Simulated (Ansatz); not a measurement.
Isolated molecules relaxed with PBE0-D4/def2-TZVP in Ansatz; ΔE leaves out vibrations. CCSD(T)/CBS adds triple-zeta CCSD(T) − MP2 to the extrapolated MP2 energy (def2 sets, frozen cores). This one scheme is used for every species. Functionals use def2-TZVPP. One conformer a species, not always the lowest.

Consider the substitution at a C–S bond: `C=C(S)O[SiH3]` + HCl → `C=C(Cl)O[SiH3]` + H₂S.

`C=C(S)O[SiH3]`:

```xyz
11

C     1.471   -1.176    0.969
C     0.378   -0.517    0.601
S    -1.232   -1.203    0.873
O     0.442    0.662   -0.052
Si   -0.585    1.174   -1.260
H     1.394   -2.079    1.556
H     2.448   -0.805    0.687
H    -1.761   -0.113    1.460
H    -1.907    1.576   -0.721
H     0.104    2.358   -1.820
H    -0.753    0.123   -2.293
```

HCl:

Cartesian coordinates in Å:
```
Cl -0.324 -0.138 0.534
H 0.324 0.138 -0.534
```

`C=C(Cl)O[SiH3]`:

Cartesian coordinates in Å:
```
C 0.727 0.935 -1.784
C 0.218 0.125 -0.869
Cl -0.352 -1.467 -1.295
O 0.098 0.434 0.420
Si -0.518 -0.477 1.675
H 0.799 0.629 -2.815
H 1.071 1.916 -1.486
H -0.372 0.423 2.840
H 0.273 -1.715 1.870
H -1.944 -0.804 1.443
```

H₂S:

Cartesian coordinates in Å:
```
S -0.340 0.514 0.066
H -0.513 -0.768 0.423
H 0.853 0.254 -0.489
```

(1) Is it downhill or uphill in electronic energy at CCSD(T)/CBS, and by how much? (An estimate is asked.)

(2) What do these levels give: ωB97M-V, PBE0, SCS-MP2/def2-TZVPP, HF/def2-QZVPP, HF/CBS(def2), MP2/CBS(def2)? (Best estimate.)

Largest T1 diagnostic among the species: 0.013.

Results:

(1) Computed: Uphill: ΔE = +14.8 kJ/mol.

(2) The calculation gave: ωB97M-V 11.7, PBE0 10.7, SCS-MP2/def2-TZVPP 13.7, HF/def2-QZVPP 8.3, HF/CBS(def2) 8.2, MP2/CBS(def2) 15.8 kJ/mol.

In def2-TZVPP, CCSD(T) changes the Hartree–Fock value by +5.9 kJ/mol (the triples alone add +0.8 kJ/mol) and MP2 by +7.0 kJ/mol. The D4 term adds +4.2 kJ/mol with B3LYP and +2.3 kJ/mol with PBE0; it sums over pairs of atoms, weighted by their polarisabilities, and B3LYP, whose exchange is more repulsive, gets the larger term.

B3LYP here is the variant with VWN-RPA as its local correlation; programs differ in this.
